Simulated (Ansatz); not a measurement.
BrGeHO, SMILES `[OH][Ge][Br]`. Total charge 0; spin multiplicity 1. Geometry: relaxed with PBE0-D4/def2-TZVP. It is one conformer, not always the lowest.

```xyz
4

O     0.608   -0.995    0.226
Ge    0.597    0.683    0.793
Br   -1.164    1.517   -0.566
H    -0.041   -1.205   -0.453
```

(1) What is the dipole moment at r2SCAN/def2-TZVPP? (An estimate is asked.)

(2) And with PBE, B3LYP, ωB97M-V? (Best estimate.)

(3) Give the Mulliken charges with r2SCAN, PBE, ωB97M-V in def2-TZVPP. (An estimate is asked.)

Results:

(1) Computed: 0.80 D, with components (0.58, -0.38, 0.41) D in this frame, pointing from negative to positive charge.

(2) Computed: PBE 0.80 D, B3LYP 0.92 D, ωB97M-V 1.01 D.

(3) Ansatz gave: 
```json
{"atom": "O1", "r2SCAN": "-0.41", "PBE": "-0.36", "ωB97M-V": "-0.40"}
{"atom": "Ge2", "r2SCAN": "0.56", "PBE": "0.50", "ωB97M-V": "0.56"}
{"atom": "Br3", "r2SCAN": "-0.35", "PBE": "-0.33", "ωB97M-V": "-0.34"}
{"atom": "H4", "r2SCAN": "0.21", "PBE": "0.19", "ωB97M-V": "0.18"}
```

B3LYP here is the variant with VWN-RPA as its local correlation; programs differ in this.
